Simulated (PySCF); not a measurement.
Compound: C8H7NO.
Geometry (PBE0-D3(BJ)/def2-SVP, Å), atoms numbered from 1 in this order:
```
atom  x, y, z in Å
C1    -3.0189   -0.8192    0.0459
N2    -2.0402   -0.8341    0.8480
C3    -0.7454   -0.5931    0.3908
C4    -0.2186   -1.2436   -0.7406
C5     1.0828   -0.9920   -1.1460
C6     1.8800   -0.0851   -0.4363
C7     3.2630    0.1830   -0.8760
O8     3.7911   -0.3339   -1.8290
C9     1.3591    0.5538    0.6955
C10    0.0646    0.2915    1.1194
H11   -2.9231   -0.5686   -1.0281
H12   -4.0241   -1.0548    0.4217
H13   -0.8374   -1.9668   -1.2769
H14    1.5152   -1.4889   -2.0179
H15    3.8146    0.9263   -0.2434
H16    1.9865    1.2555    1.2534
H17   -0.3504    0.7656    2.0104
```

Linear response at CAM-B3LYP/def2-SVPD (PySCF, frozen core in the response, non-relativistic).

Static isotropic polarisability: 109.79 au (16.27 Å³), principal values 61.4, 103.0, 165.0 au.

What is the polarisability at 1064 nm and at the sodium D line?

111.82 au at 1064 nm (+1.8 %), 117.18 au at 589.3 nm (+6.7 %). The rise at 589.3 nm is 3.65 times that at 1064 nm; a pure ω² law gives 3.26. The lowest singlet lies at 318 nm, shorter than both wavelengths.

What is the isotropic C6 coefficient between two such molecules, C6 = (3/π)∫α(iω)² dω?

4143 au (Eh·bohr⁶) by a ten-point quadrature over imaginary frequencies, which is 2480 eV·Å⁶ or 239 J·nm⁶/mol.

Which effective excitation energy ω̄ makes London's formula C6 = (3/4)α²ω̄ exact here?

ω̄ = 4·C6/(3α²) = 0.458 Eh = 12.5 eV. A one-pole form α(ω) = α/(1 − ω²/ω̄²) fitted to the 1064 nm value gives 8.7 eV.

What three-body coefficient follows from the one-pole estimate C9 = (3/4)·α·C6?

341000 au. This is an estimate from the two numbers above, not a computed integral.

What molar refraction at the D line follows from R = (4π/3)·N_A·α′, with α′ the polarisability volume?

α′ = 17.36 Å³ gives R = 43.80 cm³/mol, for isolated, non-vibrating species.

The lowest 6 singlets have (eV, f): 3.90, 0.000; 4.25, 0.165; 4.86, 0.008; 5.20, 0.293; 5.96, 0.092; 6.07, 0.137. What share of the static polarisability do they carry in the sum over states α = Σ f/ω²?

19.70 au, 17.9 % of α; the largest term, 8.02 au, is that of the state at 5.20 eV. Their oscillator strengths add up to 0.69. Higher states carry the rest.

One conformer stands for the species.
